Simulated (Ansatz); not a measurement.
`CC=C1C=CC=C1` + `C[NH][GeH3]` → `C[N](C)[GeH3]` + `C=C1C=CC=C1`  (substitution at a C–C bond)

Isolated molecules relaxed with PBE0-D4/def2-TZVP in Ansatz; ΔE leaves out vibrations. CCSD(T)/CBS is the MP2 limit (def2-TZVPP, def2-QZVPP) plus CCSD(T) − MP2 in def2-TZVPP, frozen cores. Functionals use def2-TZVPP. B3LYP here is the variant with VWN-RPA as its local correlation; programs differ in this. HSE06 is defined as in plane-wave codes. For Ge outer-core shells are correlated without core-valence functions, which leaves a few kJ/mol of doubt a bond. Scalar relativity is left out up to krypton.

```
             level  ΔE (kJ/mol)  difference from CCSD(T)/CBS
       LDA (SPW92)         44.1                          4.8
            PBE-D4         43.5                          4.2
         revPBE-D4         40.9                          1.6
           BLYP-D4         39.0                         -0.3
            B97M-V         44.6                          5.3
           PBE0-D4         44.3                          5.0
          B3LYP-D4         40.6                          1.3
        r2SCAN0-D4         44.9                          5.6
          HSE06-D4         44.5                          5.2
          BHLYP-D4         40.6                          1.3
      CAM-B3LYP-D4         40.6                          1.3
           ωB97X-V         39.7                          0.4
           ωB97M-V         40.7                          1.4
            B2PLYP         42.0                          2.7
          PBE-QIDH         44.1                          4.8
               PBE         44.9                          5.6
            revPBE         45.5                          6.2
              BLYP         42.5                          3.2
            r2SCAN         44.6                          5.3
              PBE0         45.5                          6.2
             B3LYP         43.1                          3.8
           r2SCANh         44.8                          5.5
           r2SCAN0         45.0                          5.7
             BHLYP         42.6                          3.3
         CAM-B3LYP         41.7                          2.4
           LC-ωPBE         44.1                          4.8
RPA@PBE/def2-TZVPP         33.8                         -5.5
       HF/def2-SVP         36.4                         -2.9
      MP2/def2-SVP         38.8                         -0.5
     CCSD/def2-SVP         33.7                         -5.6
  CCSD(T)/def2-SVP         33.5                         -5.8
     HF/def2-TZVPP         40.3                          1.0
    MP2/def2-TZVPP         41.9                          2.6
SCS-MP2/def2-TZVPP         39.2                         -0.1
   CCSD/def2-TZVPP         38.2                         -1.1
     HF/def2-QZVPP         40.5                          1.2
    MP2/def2-QZVPP         42.8                          3.5
SCS-MP2/def2-QZVPP         40.3                          1.0
      HF/CBS(def2)         40.5                          1.2
     MP2/CBS(def2)         43.3                          4.0
       CCSD(T)/CBS         39.3                            0
```

Largest T1 diagnostic among the species: 0.011.

At CCSD(T), def2-SVP lies −5.8 kJ/mol from the extrapolated value and def2-TZVPP −1.3 kJ/mol. Leaving LDA and LC-ωPBE aside and taking each functional with its dispersion term where it has one, the values spread over 5.9 kJ/mol, from BLYP-D4 to r2SCAN0-D4.
